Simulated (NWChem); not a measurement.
System: CHO2, doublet; SMILES O=[C]O

```xyz
4

O     -0.1755     1.1417     0.0000
C      0.4189     0.1031     0.0000
O     -0.0217    -1.1470     0.0000
H     -1.0149    -1.1369     0.0000
```
Atoms are numbered in this order, from 1.

Program: NWChem. Spin-unrestricted. In the optimisation the excess spin sits in a' (Cs, its own frame). Geometry: optimised at PBE-D3(BJ)/def2-SVP, spin-unrestricted. No stability test was run on the SCF state. Level: PBE/def2-SVP with COSMO at NWChem's default radii, gas-phase geometry; rows give the dielectric constant. Reactions with the solvent are ignored.

| dielectric constant | electrostatic solvation energy (kcal/mol) | dipole in solution (D) |
|---|---|---|
| 1.5 | -1.7 | 2.24 |
| 4.8 | -4.4 | 2.50 |
| 7.6 | -4.9 | 2.55 |
| 20.7 | -5.4 | 2.61 |
| 46.7 | -5.6 | 2.62 |
